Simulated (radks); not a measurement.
The erbium ion Er61+, configuration [He] 2s1 2p4 (not the ground configuration). Calculated with a radial shooting solver on a logarithmic mesh with Libxc functionals: scalar-relativistic Kohn-Sham, BLYP, spin-unpolarised, spherical densities, finite nucleus; Fermi nuclear charge, rms radius 5.2516 fm.

Local quantities along the radius. ELF = 1/(1 + alpha^2) is the electron localisation function; alpha = (tau - tau_W)/tau_unif compares the Pauli kinetic energy density with that of the uniform gas; s = |grad rho|/(2 (3 pi^2)^(1/3) rho^(4/3)) is the reduced gradient; -r V(r) is the screened charge that the Kohn-Sham potential presents (atomic units). tau is taken from the large components.

r (bohr)	ELF	alpha	s	-r V(r)
0.000973	1.000	0.01510	0.8924	67.89
0.001071	1.000	0.01525	0.8498	67.87
0.001179	1.000	0.01545	0.8111	67.85
0.001298	1.000	0.01570	0.7761	67.83
0.001429	1.000	0.01600	0.7447	67.80
0.001572	1.000	0.01638	0.7164	67.77
0.001717	1.000	0.01678	0.6932	67.75
0.00189	1.000	0.01731	0.6706	67.71
0.002081	1.000	0.01793	0.6507	67.68
0.00229	1.000	0.01866	0.6333	67.64
0.002521	1.000	0.01952	0.6183	67.60
0.002775	1.000	0.02053	0.6057	67.55
0.00303	1.000	0.02162	0.5961	67.50
0.003336	0.999	0.02302	0.5876	67.45
0.003672	0.999	0.02468	0.5813	67.39
0.004042	0.999	0.02665	0.5770	67.32
0.004449	0.999	0.02901	0.5748	67.25
0.004897	0.999	0.03187	0.5747	67.17
0.005348	0.999	0.03501	0.5764	67.10
0.005886	0.998	0.03918	0.5803	67.00
0.006479	0.998	0.04432	0.5865	66.91
0.007132	0.997	0.05074	0.5950	66.80
0.007851	0.997	0.05882	0.6059	66.68
0.008573	0.995	0.06816	0.6182	66.57
0.009437	0.993	0.08117	0.6341	66.44
0.01039	0.990	0.09816	0.6527	66.30
0.01143	0.986	0.1206	0.6741	66.15
0.01259	0.978	0.1507	0.6980	66.00
0.01385	0.965	0.1913	0.7243	65.83
0.01513	0.945	0.2414	0.7498	65.67
0.01665	0.909	0.3155	0.7777	65.49
0.01833	0.852	0.4165	0.8037	65.30
0.02018	0.766	0.5525	0.8241	65.11
0.02221	0.653	0.7296	0.8340	64.90
0.02445	0.527	0.9465	0.8271	64.69
0.0267	0.424	1.166	0.8010	64.49
0.02939	0.341	1.391	0.7483	64.27
0.03235	0.295	1.545	0.6741	64.05
0.03561	0.286	1.581	0.5900	63.83
0.0392	0.310	1.492	0.5132	63.61
0.0428	0.360	1.334	0.4620	63.41
0.04712	0.438	1.132	0.4349	63.21
0.05186	0.528	0.9453	0.4384	63.01
0.05709	0.612	0.7958	0.4689	62.82
0.06284	0.679	0.6875	0.5225	62.63
0.06917	0.725	0.6161	0.5969	62.45
0.07554	0.750	0.5780	0.6837	62.29
0.08315	0.760	0.5624	0.8017	62.13
0.09153	0.753	0.5725	0.9508	61.99
0.1007	0.729	0.6102	1.142	61.86
0.1109	0.682	0.6822	1.391	61.74
0.1221	0.609	0.8019	1.725	61.64
0.1333	0.513	0.9744	2.138	61.56
0.1467	0.382	1.273	2.763	61.48
0.1615	0.242	1.769	3.664	61.41
0.1778	0.126	2.629	5.003	61.35
0.1957	0.054	4.202	7.061	61.31
0.2154	0.019	7.274	10.33	61.28
0.2352	0.006	12.98	15.17	61.31
0.259	0.001	26.69	24.00	61.57
0.285	0.000	60.61	39.74	62.53

On this mesh the ELF has minima near r = 0.036 bohr, which separate the shells, and maxima near 0.083 (0.76).
